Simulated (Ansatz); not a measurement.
Reaction (substitution at a C–Mg bond): `C[CH2][Mg][CH3]` + `[Li][SH]` → `[Li][S]C` + `C[CH2][MgH]`

Gas-phase electronic energies from Ansatz, PBE0-D4/def2-TZVP geometries. CBS: MP2 limit from def2 TZ/QZ plus the TZ coupled-cluster correction, frozen cores. Functionals use def2-TZVPP. For Li, Mg outer-core shells are correlated without core-valence functions, which leaves a few kJ/mol of doubt a bond. One conformer a species, not always the lowest.

```
    level  ΔE (kJ/mol)
revPBE-D4         56.9
 PBE-QIDH         66.7
```

**Question.** What does CCSD(T)/CBS give? (Estimate.)

**Answer.** Ansatz gave: +75.0 kJ/mol. The listed levels differ from it by -18.1, -8.3 kJ/mol.

Largest T1 diagnostic among the species: 0.009.

In def2-TZVPP, CCSD(T) changes the Hartree–Fock value by +11.5 kJ/mol (the triples alone add +0.2 kJ/mol) and MP2 by +14.0 kJ/mol. From BLYP to BHLYP (50 % exact exchange), in def2-TZVPP and without D4, ΔE moves by −3.0 kJ/mol. At CCSD(T), def2-SVP lies −13.7 kJ/mol from the extrapolated value and def2-TZVPP −5.4 kJ/mol.
